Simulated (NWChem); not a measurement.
System: C$_{2}$H$_{5}$FSi$_{2}$; SMILES C(#C)[Si@@H](F)[SiH3]

All runs: NWChem. Pople sets run with spherical d functions. The geometry was optimised at PBE0/def2-SVP. Total energies compare along this basis series because the functional is fixed.

| level | basis functions | energy (Ha) | highest occupied level (eV) | orbital gap (eV) | dipole (D) |
|---|---|---|---|---|---|
| Hartree-Fock/STO-3G | 38 | -746.9122 | -8.12 | 17.39 | 1.18 |
| Hartree-Fock/3-21G | 63 | -751.9081 | -10.65 | 13.47 | 2.27 |
| Hartree-Fock/6-31G* | 88 | -755.9127 | -10.56 | 13.25 | 2.01 |
| Hartree-Fock/6-31+G* | 108 | -755.9242 | -10.74 | 12.24 | 2.07 |
| Hartree-Fock/6-311G** | 136 | -756.0073 | -10.73 | 13.12 | 2.18 |
